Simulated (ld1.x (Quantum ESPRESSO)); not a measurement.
What one change does to a pseudopotential (Al (Z = 13), ultrasoft)

```json
{
  "Element": "aluminium (Al)",
  "Generator": "ld1.x (Quantum ESPRESSO) 7.5",
  "Type": "ultrasoft",
  "Functional": "PBE",
  "Relativity": "non-relativistic",
  "Frozen core": "[Ne]",
  "Valence charge": "3",
  "Reference configuration": "3s1.5 3p0 (charge +1.5)",
  "Partial waves": "3s (bound): rcut 1.85, rcutus 2.35 bohr; 3s channel at 0.45 Ry: rcut 1.85, rcutus 2.35 bohr; 3p (bound, empty): rcut 1.40, rcutus 1.90 bohr; 3p channel at 0.85 Ry: rcut 1.40, rcutus 1.90 bohr",
  "Local potential": "all-electron potential smoothed inside 1.60 bohr (lloc = -1)",
  "Core correction": "none",
  "Augmentation charge": "PSQ, radius 1.50 bohr"
}
```

Change: waves 3s (bound): rcut 1.85, rcutus 2.98 bohr; 3s channel at 0.45 Ry: rcut 1.85, rcutus 2.98 bohr.

Cutoffs: the cutoffs (Ry, on a coarse ladder) from which the occupation-weighted sum of valence levels, in a spherical-Bessel basis at the reference potential, stays within 10 and 1 mRy of its value at 400 Ry; they do not see the model core or the augmentation charge, which bear on the density cutoff. Errors are all-electron minus pseudo energies relative to the spin-unpolarised reference configuration.

Predict the effect on cutoff, ghosts and configuration errors.

Both files are so soft that the ladder of cutoffs tells neither apart; of the 7 tests that both files solve, the error grows in 4 and shrinks in 2 by more than 15 % and 0.3 meV (median size 3.0 → 2.8 meV); neither file shows a bound ghost.

```csv
quantity,base,changed
"cutoff, loose",6 Ry,6 Ry
"cutoff, tight",6 Ry,6 Ry
bound ghosts,none,none
"error for 3s2 3p1, meV [ΔE -14.25 eV]",-5.3,+1.2
"error for 3s2 3p0, meV [ΔE -8.48 eV]",+2.4,+2.8
"error for 3s1 3p0, meV [ΔE 10.71 eV]",+11,+11
"error for 3s2 3p0.5, meV [ΔE -12.16 eV]",-1.2,+2.0
"error for 3s1 3p1, meV [ΔE -2.71 eV]",+3.0,+6.4
"error for 3s2 3p1.3, meV [ΔE -14.83 eV]",-7.2,+0.9
"error for 3s1 3p2, meV [ΔE -9.14 eV]",-2.9,+4.4
lowest overlap eigenvalue by channel,"s 0.40, p 0.73","s 0.30, p 0.73"
```
